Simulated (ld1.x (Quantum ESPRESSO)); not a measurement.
## Reading a pseudo-wave (nitrogen)

Columns: radius, all-electron u(r) and pseudo u(r) of the 2p shell (level -7.25 eV) of nitrogen in the configuration [He] 2s2 2p3; LDA (PZ), non-relativistic, TM scheme, ld1.x (Quantum ESPRESSO) 7.5.

```json
{"r (bohr)": "0.125", "all-electron": "0.1054", "pseudo": "0.0303"}
{"r (bohr)": "0.250", "all-electron": "0.2903", "pseudo": "0.1165"}
{"r (bohr)": "0.375", "all-electron": "0.4632", "pseudo": "0.2456"}
{"r (bohr)": "0.500", "all-electron": "0.5977", "pseudo": "0.3982"}
{"r (bohr)": "0.625", "all-electron": "0.6908", "pseudo": "0.5519"}
{"r (bohr)": "0.750", "all-electron": "0.7471", "pseudo": "0.6855"}
{"r (bohr)": "0.875", "all-electron": "0.7739", "pseudo": "0.7837"}
{"r (bohr)": "1.000", "all-electron": "0.7783", "pseudo": "0.8392"}
{"r (bohr)": "1.125", "all-electron": "0.7665", "pseudo": "0.8533"}
{"r (bohr)": "1.250", "all-electron": "0.7435", "pseudo": "0.8338"}
{"r (bohr)": "1.375", "all-electron": "0.7132", "pseudo": "0.7916"}
{"r (bohr)": "1.500", "all-electron": "0.6784", "pseudo": "0.7374"}
{"r (bohr)": "1.625", "all-electron": "0.6410", "pseudo": "0.6800"}
{"r (bohr)": "1.750", "all-electron": "0.6026", "pseudo": "0.6249"}
{"r (bohr)": "1.875", "all-electron": "0.5642", "pseudo": "0.5749"}
{"r (bohr)": "2.000", "all-electron": "0.5265", "pseudo": "0.5305"}
{"r (bohr)": "2.125", "all-electron": "0.4900", "pseudo": "0.4910"}
{"r (bohr)": "2.250", "all-electron": "0.4550", "pseudo": "0.4551"}
{"r (bohr)": "2.375", "all-electron": "0.4216", "pseudo": "0.4216"}
{"r (bohr)": "2.500", "all-electron": "0.3901", "pseudo": "0.3901"}
{"r (bohr)": "2.625", "all-electron": "0.3604", "pseudo": "0.3604"}
{"r (bohr)": "2.750", "all-electron": "0.3325", "pseudo": "0.3325"}
{"r (bohr)": "2.875", "all-electron": "0.3064", "pseudo": "0.3064"}
{"r (bohr)": "3.000", "all-electron": "0.2822", "pseudo": "0.2822"}
{"r (bohr)": "3.125", "all-electron": "0.2596", "pseudo": "0.2596"}
{"r (bohr)": "3.250", "all-electron": "0.2386", "pseudo": "0.2386"}
```

How many radial nodes do the two functions have?

The all-electron 2p function has n − l − 1 = 0; the pseudo-wave has 0.

At about which radius was the pseudo-wave matched?

2.50 bohr. The columns agree to 0.0005 from 2.25 bohr on; several derivatives are matched, so the curves merge somewhat inside the radius.

Where does each function peak?

Outermost all-electron maximum near 1.00 bohr, pseudo maximum near 1.12 bohr (to the table’s step).

Is the pseudo-wave norm-conserving?

Yes: the TM scheme keeps the norm inside the radius equal to the all-electron one, which fixes the energy derivative of the logarithmic derivative at the level.
